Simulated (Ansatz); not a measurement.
PdI₂. Total charge 0; singlet. Geometry r2SCAN-D4/def2-TZVP.

```xyz
3

Pd    1.3464   -1.4821    0.7949
I    -1.0552    2.0400   -0.0445
I    -0.2912   -0.5579   -0.7505
```

In the def2 sets I, Pd take a core potential; there is no spin–orbit coupling. The restricted singlet is unstable towards broken spin symmetry in Hartree–Fock (as tested in another run); at LDA (SPW92)/def2-TZVP, PBE-D4/def2-TZVP, r2SCAN-D4/def2-TZVP, PBE0-D4/def2-TZVP and others this wasn't settled. In the singlet, I2 and I3 lie 2.80 Å apart (atoms count from 1), so these atoms are partly bonded to each other. Another isomer (triplet) lies 0.84 eV lower at PBE0-D4/def2-TZVP; other spin states weren't run for this one.

Estimate the orbital energies around the gap (eV) in Ansatz with LDA (SPW92)/def2-TZVP, PBE-D4/def2-TZVP, r2SCAN-D4/def2-TZVP, PBE0-D4/def2-TZVP, CAM-B3LYP-D4/def2-TZVP.


| orbital | LDA (SPW92)/def2-TZVP | PBE-D4/def2-TZVP | r2SCAN-D4/def2-TZVP | PBE0-D4/def2-TZVP | CAM-B3LYP-D4/def2-TZVP |
| --- | --- | --- | --- | --- | --- |
| HOMO−5 | -6.60 | -6.39 | -6.64 | -7.62 | -8.94 |
| HOMO−4 | -6.46 | -6.18 | -6.29 | -7.06 | -8.16 |
| HOMO−3 | -5.61 | -5.38 | -5.57 | -6.71 | -7.96 |
| HOMO−2 | -5.55 | -5.31 | -5.51 | -6.69 | -7.96 |
| HOMO−1 | -5.49 | -5.26 | -5.40 | -6.44 | -7.67 |
| HOMO | -5.41 | -5.15 | -5.30 | -6.26 | -7.46 |
| LUMO | -4.75 | -4.48 | -4.46 | -3.85 | -2.95 |
| LUMO+1 | -3.19 | -2.93 | -2.63 | -1.90 | -1.01 |
| LUMO+2 | -0.57 | -0.42 | -0.07 | 0.27 | 0.92 |
| LUMO+3 | -0.45 | -0.32 | 0.03 | 0.34 | 0.95 |
| LUMO+4 | 0.39 | 0.53 | 1.08 | 1.14 | 1.72 |
| LUMO+5 | 1.85 | 1.97 | 2.41 | 2.80 | 3.66 |
